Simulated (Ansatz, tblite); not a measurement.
Removing and adding an electron: Ga(OH)3 (GaO₃H₃). Charge 0, multiplicity 1. Geometry: PBE-D4/def2-SVP. Ansatz, gas phase; energy differences of separate SCF runs; the oxidised species was run as a doublet alone; the reduced species was run as a doublet alone.

```xyz
7

Ga    0.000    0.000    0.000
O    -0.141   -1.578    0.845
H    -0.990   -1.634    1.322
O     1.470    0.376   -0.961
H     2.097   -0.371   -0.929
O    -1.329    1.203    0.117
H    -1.107    2.005   -0.392
```

The xTB rows come from tblite.

| level | −HOMO (eV) | vertical IE (eV) | −LUMO (eV) | vertical EA (eV) | HOMO–LUMO gap (eV) | IE − EA (eV) | remarks |
| --- | --- | --- | --- | --- | --- | --- | --- |
| GFN1-xTB | 13.37 | 16.93 | 6.26 | 2.99 | 7.11 | 13.93 | – |
| GFN2-xTB | 13.15 | 16.57 | 8.42 | 4.79 | 4.73 | 11.78 | – |
| PBE-D4/def2-TZVPD | 7.35 | – | 2.28 | 0.21 | 5.07 | – | HOMO above zero (-1 doublet) |
| r2SCAN-D4/def2-TZVPD | 7.71 | – | 1.86 | 0.04 | 5.84 | – | HOMO above zero (-1 doublet) |
| PBE0-D4/def2-TZVP | 8.95 | 11.23 | 1.05 | – | 7.90 | – | – |
| PBE0-D4/def2-TZVPD | 9.05 | – | 1.41 | 0.04 | 7.64 | – | HOMO above zero (-1 doublet) |

Run but left out: PBE-D4/def2-TZVP, r2SCAN-D4/def2-TZVP (charge +1 doublet: an occupied level 0.22 to 0.23 eV above an empty one).   A HOMO above zero means that the electron is unbound at that level or that self-interaction error raises the level; the energy of removing that electron tells which. Raw xTB energy differences between charge states are shifted by several eV; the methods need an empirical correction for them.
